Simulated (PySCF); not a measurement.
## Electron correlation in Sn (tin, neutral)

[Kr] 4d10 5s2 5p2, high-spin 3P determinant. Calculation: PySCF 2.14, in def2-TZVPPD with the def2 core potential (28 electrons); scalar relativity through the core potential. Frozen: nothing; 22 electrons correlated.

```tsv
level	correlation energy (mhartree)
CCSD	-321.64
(T)	-8.41
CCSD(T)	-330.05
```

Diagnostics: T1 = 0.010, D1 = 0.0418, largest double amplitude 0.067.

Cost of the coupled-cluster step: roughly 27 core-seconds, for 22 correlated electrons.

Iterations:

```
CC2 = 0
CCSD nocc = (np.int64(12), np.int64(10)), nmo = (56, 56)
frozen orbitals [[], []]
max_cycle = 100
direct = 0
conv_tol = 1e-08
conv_tol_normt = 1e-06
diis_space = 8
diis_start_cycle = 0
Init t2, MP2 energy = -0.329745130532843
Init E_corr(UCCSD) = -0.329745130533708
cycle = 1  E_corr(UCCSD) = -0.312457297834415  dE = 0.0172878327  norm(t1,t2) = 0.0664516
cycle = 2  E_corr(UCCSD) = -0.321065437750559  dE = -0.00860813992  norm(t1,t2) = 0.017544
cycle = 3  E_corr(UCCSD) = -0.320889272365426  dE = 0.000176165385  norm(t1,t2) = 0.00721998
cycle = 4  E_corr(UCCSD) = -0.321668790435105  dE = -0.00077951807  norm(t1,t2) = 0.00260766
cycle = 5  E_corr(UCCSD) = -0.321651291899243  dE = 1.74985359e-05  norm(t1,t2) = 0.000543343
cycle = 6  E_corr(UCCSD) = -0.321634932416378  dE = 1.63594829e-05  norm(t1,t2) = 0.000118721
cycle = 7  E_corr(UCCSD) = -0.321638645241713  dE = -3.71282534e-06  norm(t1,t2) = 3.03773e-05
cycle = 8  E_corr(UCCSD) = -0.321638703881235  dE = -5.86395212e-08  norm(t1,t2) = 5.23139e-06
cycle = 9  E_corr(UCCSD) = -0.321638620353655  dE = 8.35275799e-08  norm(t1,t2) = 1.25669e-06
cycle = 10  E_corr(UCCSD) = -0.321638617859636  dE = 2.4940191e-09  norm(t1,t2) = 2.78564e-07
UCCSD converged
E(UCCSD) = -213.6616007976719  E_corr = -0.3216386178596356
UCCSD(T) correction = -0.00841302149041405
```

The basis has no tight functions for the innermost shells, so their pair energies are far from complete.

This basis was not built for core-valence correlation, so the inner-shell part is incomplete.
